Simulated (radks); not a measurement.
Q: All-electron atom: Zr4+ in [Ar] 3d10 4s2 4p5 4d1 (not the ground configuration). Calculated with a radial shooting solver on a logarithmic mesh with Libxc functionals: scalar-relativistic Kohn-Sham, PBE, spin-polarised, spherical densities, finite nucleus; open shells are filled with parallel spins first (spin-orbit coupling, left out, can overturn this in heavy ions); Fermi nuclear charge, rms radius 4.2694 fm. Some entries of the table are withheld. Estimate them.

| orbital | occ. | eigenvalue (hartree) | <1/r> (bohr^-1) |
|---|---|---|---|
| 1s up | 1 | -656.7741 | 41.25 |
| 1s down | 1 | -656.7688 | 41.25 |
| 2s up | 1 | -92.47793 | 9.250 |
| 2s down | 1 | -92.47006 | 9.250 |
| 2p up | 3 | -82.65611 | 9.013 |
| 2p down | 3 | -82.64741 | 9.013 |
| 3s up | 1 | -16.56933 | 3.142 |
| 3s down | 1 | -16.56049 | 3.141 |
| 3p up | 3 | -13.36853 | 2.983 |
| 3p down | 3 | -13.35858 | 2.983 |
| 3d up | 5 | (1) | 2.743 |
| 3d down | 5 | (2) | 2.744 |
| 4s up | 1 | -3.61929 | (3) |
| 4s down | 1 | -3.54430 | (4) |
| 4p up | 3 | -2.77615 | (5) |
| 4p down | 2 | -2.69865 | (6) |
| 4d up | 1 | -1.56673 | 0.7796 |
| 4d down | 0 | -1.49451 | 0.7721 |

A: 
(1) 3d up eigenvalue (hartree): -8.11614
(2) 3d down eigenvalue (hartree): -8.10390
(3) 4s up <1/r> (bohr^-1): 1.143
(4) 4s down <1/r> (bohr^-1): 1.147
(5) 4p up <1/r> (bohr^-1): 1.022
(6) 4p down <1/r> (bohr^-1): 1.024
